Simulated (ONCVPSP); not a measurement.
# LDA (Perdew-Wang 92) ONCV dataset for Rb, scalar-relativistic all-electron reference.

Rb (Z = 37), optimised norm-conserving Vanderbilt (ONCV), made with ONCVPSP 4.0.1 (LDA (Perdew-Wang 92), scalar-relativistic). Core [Ar] 3d10, reference 4s2 4p6 5s0.5 5p0.5. Waves: 4s+5s: rc 2.20 bohr, ncon 3, nbas 7, qcut 6.6 1/bohr, 2 projectors; 4p+5p: rc 2.40 bohr, ncon 4, nbas 7, qcut 7 1/bohr, 2 projectors; d scattering state at 0.19 Ha: rc 1.80 bohr, ncon 4, nbas 7, qcut 5.5 1/bohr, 2 projectors, debl 1.8 Ha; f scattering state at 0.22 Ha: rc 2.35 bohr, ncon 4, nbas 8, qcut 5.2 1/bohr, 2 projectors, debl 1.1 Ha. Local part: polynomial inside 1.75 bohr (lpopt 5, dvloc0 1 Ha). Core correction: Teter function, fcfact 1.5, rcfact 1.35.

All-electron outer shells of the reference configuration (LDA (PZ), scalar-relativistic, ld1.x):

```json
{"shell": "3d", "level (eV)": "-104.97", "outermost node (bohr)": "–", "outermost maximum (bohr)": "0.39"}
{"shell": "4s", "level (eV)": "-32.72", "outermost node (bohr)": "0.62", "outermost maximum (bohr)": "1.25"}
{"shell": "4p", "level (eV)": "-16.77", "outermost node (bohr)": "0.64", "outermost maximum (bohr)": "1.42"}
{"shell": "5s", "level (eV)": "-2.73", "outermost node (bohr)": "1.78", "outermost maximum (bohr)": "4.16"}
{"shell": "5p", "level (eV)": "-1.12", "outermost node (bohr)": "2.19", "outermost maximum (bohr)": "6.14"}
```

Task: Estimate the cutoffs (Ha) at which the residual kinetic energy of the hardest occupied pseudo-wave falls to 1 and 0.1 mHa per electron.

Result: 13 Ha and 15 Ha.

Task: Does the potential have ghost states?

Result: No bound ghost flagged; GHOST(+) flagged for s at 232.9 eV.

Task: Which valence shell sets the plane-wave cutoff?

Result: 4s: 13 Ha for 1 mHa per electron, against 10 Ha for 5s.

Task: Tests: 4s2 4p6 5s1 5p0; 4s2 4p6 5s0 5p0; 4s2 4p6 5s0.5 5p0; 4s1 4p6 5s1 5p0. Which has the largest error in its energy relative to the reference configuration, and how large is it?

Result: 4s1 4p6 5s1 5p0, with -30 meV (all-electron minus pseudo) on +37.05 eV.
